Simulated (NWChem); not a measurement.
Molecule: CH$_{4}$AlFO$_{2}$; SMILES C[O][Al]([OH])[F]

```xyz
9

Al     0.0730     0.5074    -0.0001
F      1.2711     1.6517    -0.0015
O     -1.5518     0.9686     0.0003
H     -1.8661     1.8736    -0.0004
O      0.5321    -1.1031     0.0010
C     -0.0205    -2.3767     0.0024
H      0.3066    -2.9419    -0.8882
H      0.3129    -2.9427     0.8901
H     -1.1259    -2.3681     0.0063
```
Atoms are numbered in this order, from 1.

Level: PBE0/def2-SVP (NWChem), optimised geometry, unscaled harmonic frequencies. 

Problem. List the harmonic frequencies with IR intensities, and the thermochemistry.

Solution. 
```csv
frequency (cm⁻¹),IR intensity (km/mol)
56,0.0
82,5.1
94,5.4
231,47.1
276,11.7
291,57.3
339,178.4
575,158.6
636,12.9
899,114.6
961,137.1
1189,14.0
1192,0.0
1293,368.0
1476,1.9
1479,2.8
1487,11.3
3012,84.4
3096,41.6
3101,37.9
3992,116.0
```

```
Property                                                                           Result
-----------------------------------------------------------------------  ----------------
zero-point energy                                                           36.8 kcal/mol
thermal correction to the enthalpy at 298.15 K (with zero-point energy)     42.0 kcal/mol
heat capacity Cv                                                         22.4 cal/(mol K)
entropy at 298.15 K and 1 atm (symmetry number 1)                        85.6 cal/(mol K)
dipole moment                                                                      1.64 D
```

Rigid rotor and harmonic oscillator; modes under 100 cm⁻¹ make the entropy uncertain.
